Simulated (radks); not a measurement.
Values are calculated unless marked as measured or tabulated.
Task: Valence configurations of Mn+ (all share [Ar]). Level of theory: scalar-relativistic Kohn-Sham, r2SCAN, spin-polarised, spherical densities, finite nucleus; open shells are filled with parallel spins first; meta-GGA in the generalised Kohn-Sham scheme; Fermi nuclear charge, rms radius 3.7057 fm (a radial shooting solver on a logarithmic mesh with Libxc functionals). Order these by energy: 3d3 4s2 4p1; 3d5 4s1; 3d4 4s1 4p1; 3d5.5 4s0.5; 3d4 4s2; 3d5 4p1; 3d6; 3d4.5 4s1.5; 3d3 4s1 4p2; 3d5 4s0.5 4p0.5.

Result: From the lowest, in eV above it: 3d5 4s1 0.000; 3d5.5 4s0.5 1.447; 3d5 4s0.5 4p0.5 2.625; 3d6 2.841; 3d4.5 4s1.5 3.969; 3d5 4p1 5.178; 3d4 4s2 8.274; 3d4 4s1 4p1 11.342; 3d3 4s2 4p1 24.611; 3d3 4s1 4p2 27.506. NIST lists [Ar] 3d5 4s1 as the ground configuration; this level of theory agrees among the configurations tried. The energies are those of spherical high-spin densities, not of single terms.
